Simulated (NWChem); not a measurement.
# TiNH2OCl; SMILES [NH]=[Ti]([OH])[Cl]

```xyz
6

Ti    -0.0559     0.3829    -0.0943
N     -1.5479     1.0586     0.0956
H     -2.4945     1.3971     0.2651
Cl     0.1662    -1.8563     0.0309
O      1.2914     1.5504     0.0886
H      1.3106     2.4925     0.2808
```
Atoms are numbered in this order, from 1.

Level: PBE0/def2-SVP (NWChem), optimised geometry, unscaled harmonic frequencies. 

**Question.** List the harmonic frequencies with IR intensities, and the thermochemistry.

**Answer.** 
| frequency (cm⁻¹) | IR intensity (km/mol) |
|---|---|
| 40 | 15.9 |
| 148 | 1.0 |
| 221 | 8.3 |
| 388 | 289.8 |
| 425 | 8.3 |
| 530 | 107.4 |
| 575 | 99.1 |
| 619 | 262.3 |
| 800 | 192.3 |
| 1083 | 161.3 |
| 3622 | 121.4 |
| 3937 | 195.0 |

- zero-point energy = 17.7 kcal/mol
- thermal correction to the enthalpy at 298.15 K (with zero-point energy) = 22.1 kcal/mol
- heat capacity Cv = 18.8 cal/(mol K)
- entropy at 298.15 K and 1 atm (symmetry number 1) = 80.2 cal/(mol K)
- dipole moment = 3.43 D

Rigid rotor and harmonic oscillator; modes under 100 cm⁻¹ make the entropy uncertain.
